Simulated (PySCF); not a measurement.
Isomers of CH8ClSi3 (doublet state), one GFN2-xTB conformer each. Single-point energies are computed at B3LYP/pcH-1 (PySCF, gas phase, no added dispersion term), electronic only. GFN2-xTB treats the open shell by occupation alone, and not every SCF solution was tested for stability.

```tsv
SMILES	GFN2-xTB relative energy (kJ/mol)
[CH2][SiH2][SiH2][SiH2]Cl	106.7
C[SiH2][SiH][SiH2]Cl	0.0
C[SiH][SiH2][SiH2]Cl	20.5
C[SiH2][SiH2][SiH]Cl	18.6
```

Conformers: `[CH2:1][SiH2:2][SiH2:3][SiH2:4][Cl:5]` (doublet state) with H–C1–Si2–Si3 -84° and 83°, C1–Si2–Si3–Si4 -118°, Si2–Si3–Si4–Cl5 -53°; `[CH3:1][SiH2:2][SiH:3][SiH2:4][Cl:5]` (doublet state) with C1–Si2–Si3–Si4 -10°, Si2–Si3–Si4–Cl5 41°; `[CH3:1][SiH:2][SiH2:3][SiH2:4][Cl:5]` (doublet state) with C1–Si2–Si3–Si4 57°, Si2–Si3–Si4–Cl5 -21°; `[CH3:1][SiH2:2][SiH2:3][SiH:4][Cl:5]` (doublet state) with C1–Si2–Si3–Si4 55°, Si2–Si3–Si4–Cl5 -42°.

Q: What does B3LYP/pcH-1 give for the same structures?

A: 
| SMILES | B3LYP/pcH-1 E (Eh) | B3LYP/pcH-1 (kJ/mol) | GFN2-xTB (kJ/mol) | point group |
| --- | --- | --- | --- | --- |
| C[SiH2][SiH2][SiH]Cl | -1371.65612 | 0.0 | 18.6 | C1 |
| C[SiH2][SiH][SiH2]Cl | -1371.65522 | 2.4 | 0.0 | C1 |
| C[SiH][SiH2][SiH2]Cl | -1371.65185 | 11.2 | 20.5 | C1 |
| [CH2][SiH2][SiH2][SiH2]Cl | -1371.63039 | 67.6 | 106.7 | C1 |

GFN2-xTB puts C[SiH2][SiH][SiH2]Cl lowest instead; measured from each level's own lowest isomer, the values differ by up to 39.1 kJ/mol ([CH2][SiH2][SiH2][SiH2]Cl: 106.7 against 67.6). Neighbours under 21 kJ/mol apart (C[SiH2][SiH2][SiH]Cl and C[SiH2][SiH][SiH2]Cl; C[SiH2][SiH][SiH2]Cl and C[SiH][SiH2][SiH2]Cl) can change places with a better method, another conformer or zero-point energy.

Q: As an exercise, what shares would exp(−E/RT) give at 1000 K from these electronic energies alone (no entropy, no degeneracies)?

A: RT = 8.314 kJ/mol: C[SiH2][SiH2][SiH]Cl 49.7 %, C[SiH2][SiH][SiH2]Cl 37.4 %, C[SiH][SiH2][SiH2]Cl 12.9 %, [CH2][SiH2][SiH2][SiH2]Cl under 0.1 %.
